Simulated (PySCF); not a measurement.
C₂H₄Cl₂Si₂, SMILES [SiH3]C#C[SiH](Cl)Cl.

Geometry: B3LYP-D3(BJ)/def2-SVP. The structure was generated by enumeration, and PubChem lists no compound with its InChIKey, so it may never have been made.

Vertical ionisation energy (IE) and electron affinity (EA) in eV. Rows of orbital energies are one-electron estimates. Where ΔSCF, EOM or ADC give a negative EA the extra electron is unbound and the value depends on the basis.

```csv
level,IE,EA
"−ε(HOMO), −ε(LUMO), ωB97X/def2-TZVP (PySCF)",10.96,-0.73
"−ε(HOMO), −ε(LUMO), PBE/def2-TZVP (PySCF)",7.37,2.25
```
